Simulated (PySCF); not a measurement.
**Structure revision by computed shifts**

A compound C5H9NO2Si gives the data below (simulated from a calculation) and was assigned the structure `COCc1cnoc1[SiH3]`.

13C{1H} NMR (computed): δ 183.0 (C), 156.5 (CH), 148.1 (CH2), 95.4 (CH2), 31.9 (CH2).

1H NMR (400 MHz, computed): δ 7.61 (d, 1H), 7.13 (d, 1H), 6.67 (m, 1H), 5.28 (t, 2H), 4.46 (m, 1H), 4.42 (m, 1H), 2.31 (t, 2H).

No solvent, one computed conformer, relativity neglected, equivalent nuclei averaged. GFN2-xTB geometry; shieldings: GIAO PBE0/pcSseg-1; PySCF 2.14.

Referencing at the same level of theory: 1H (σref 31.72), 13C (σref 186.93) against TMS.

Task: Compare with the shifts computed for the proposed structure, pairing carbons in order of shift.

Result: Structure with atom numbers: `[CH3:1][O:2][CH2:3][c:4]1[cH:5][n:6][o:7][c:8]1[SiH3:9]`. Each H is labelled by its parent atom.

```csv
atom,computed for proposal,given list,difference
C8,173.0,183.0,-10.0
C5,148.8,156.5,-7.7
C4,135.2,148.1,-12.9
C3,70.9,95.4,-24.5
C1,60.1,31.9,+28.2
```

The rms difference is 18.5 ppm and the largest +28.2 ppm at C1 (methyl carbon bonded to O). The carbon types in order of shift don't match either: C, CH, C, CH2, CH3 for the proposal against C, CH, CH2, CH2, CH2 in the data. The proposal doesn't fit.

Task: Which isomer fits?

Result: SMILES C=CO[SiH2]CC(=O)N=C.

Carbon types of the structure: 1 × C, 1 × CH, 3 × CH2, leaving 2 H on heteroatoms. δC 183.0: amide carbonyl carbon; lone-pair donation from the attached heteroatom keeps it upfield of a ketone carbonyl. δC 156.5: alkene carbon bearing oxygen; an sp2 carbon further deshielded by the attached heteroatom. δC 148.1: C=N carbon. δC 95.4: β carbon of an enol-ether or enamine type C=C; the O or N lone pair pushes π density onto this β carbon and shields it.

Other isomers checked: C=C1O[Si@@H](N)C=C[C@@H]1O (rms 20.9 ppm); C=C[Si@H](N=C)C(=O)OC (rms 23.7 ppm).

This is the structure that produced the data.

Shifts are as computed. Against solution values, carbons near 30 ppm lie about +3 ppm off and those near 130 ppm about +5 ppm. Of 1211 compounds with measured shifts, 218 miss one by over three times the rms of a fit or turn the order of signals round; such compounds aren't used in these exercises. No couplings were computed; multiplicities are counted from neighbouring protons, with m where these are inequivalent, close in shift, in a saturated or five-membered ring or joined by F or P, and br s for small geminal =CH2 splittings.
